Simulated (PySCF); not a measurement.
**Telling isomers of C$_{8}$H$_{9}$F$_{3}$ apart by NMR**

Level of theory: σ from GIAO-PBE0/pcSseg-1, geometry: GFN2-xTB, in PySCF 2.14 (no solvent model, single conformer, one averaged value for each set of equivalent atoms, relativity neglected).

References, each an isolated molecule treated in the same way: TMS for ¹H (31.72 ppm), ¹³C (186.93 ppm). Splittings of carbon signals by F and P are missing where no couplings were computed. Where no couplings were computed, multiplicities follow the n + 1 count of equivalent neighbours, and m marks all less simple cases (inequivalent or close neighbours, rings, F or P nearby). Shifts are as computed. Against solution values, carbons near 30 ppm lie about +3 ppm off and those near 130 ppm about +5 ppm. Of 1211 compounds with measured shifts, 218 miss one by over three times the rms of a fit or turn the order of signals round; such compounds aren't used in these exercises.

(1) Tabulate the signals of `C=C/C=C/C(=C)CC(F)(F)F`, `C=C[C@@H]1CC(=C)[C@H]1C(F)(F)F`, `C=C(/C=C/C)C(=C)C(F)(F)F` and their relative energies.

(2) What is the quickest way to tell C=C[C@@H]1CC(=C)[C@H]1C(F)(F)F from C=C(/C=C/C)C(=C)C(F)(F)F?

(3) What is the quickest way to tell C=C/C=C/C(=C)CC(F)(F)F from C=C[C@@H]1CC(=C)[C@H]1C(F)(F)F?

(4) What is the quickest way to tell C=C/C=C/C(=C)CC(F)(F)F from C=C(/C=C/C)C(=C)C(F)(F)F?

## Answers

(1) 
```tsv
SMILES	carbon types	δC	δH	E rel. (kcal/mol)
C=C/C=C/C(=C)CC(F)(F)F	2×C 3×CH 3×CH2	145.7, 144.6, 140.9, 140.6, 134.9, 131.6, 127.4, 40.9	6.72 (m, 1H), 6.59 (m, 1H), 6.52 (m, 1H), 5.70 (m, 1H), 5.69 (m, 1H), 5.63 (m, 1H), 5.60 (m, 1H), 2.99 (m, 2H)	0.0
C=C[C@@H]1CC(=C)[C@H]1C(F)(F)F	2×C 3×CH 3×CH2	149.6, 148.0, 135.9, 122.6, 121.7, 54.2, 38.2, 37.0	6.20 (m, 1H), 5.78 (br s, 1H), 5.55 (br s, 1H), 5.46 (m, 1H), 5.35 (m, 1H), 3.15 (m, 1H), 3.08 (m, 1H), 2.95 (m, 1H), 2.52 (m, 1H)	8.7
C=C(/C=C/C)C(=C)C(F)(F)F	3×C 2×CH 2×CH2 1×CH3	147.6, 147.2, 139.4, 139.3, 132.9, 131.3, 122.8, 22.4	6.47 (m, 1H), 6.45 (d, 1H), 6.25 (m, 1H), 5.94 (m, 1H), 5.61 (m, 1H), 5.49 (m, 1H), 2.00 (d, 3H)	7.2
```

Energies are electronic energies at PBE0/pcSseg-1 on these geometries, without zero-point or thermal terms, each for the one conformer computed, which needn't be the lowest.

(2) Both give the same number of carbon signals, but DEPT or the intensities differ. The first has an allylic sp3 CH at 54.2 ppm, the second an allylic methyl carbon (CH3) at 22.4 ppm. Their most deshielded carbons lie at 149.6 and 147.6 ppm.

(3) Both give the same number of carbon signals, with the same numbers of each carbon type, so the positions decide. The first has a terminal =CH2 carbon at 131.6 ppm, the second an allylic sp3 CH at 54.2 ppm. Their most deshielded carbons lie at 145.7 and 149.6 ppm. In the proton spectra the most deshielded non-exchanging signals are 6.72 (m, 1H) and 6.20 (m, 1H).

(4) Both give the same number of carbon signals, but DEPT or the intensities differ. The first has an allylic sp3 CH2 at 40.9 ppm, the second an allylic methyl carbon (CH3) at 22.4 ppm. Their most deshielded carbons lie at 145.7 and 147.6 ppm.
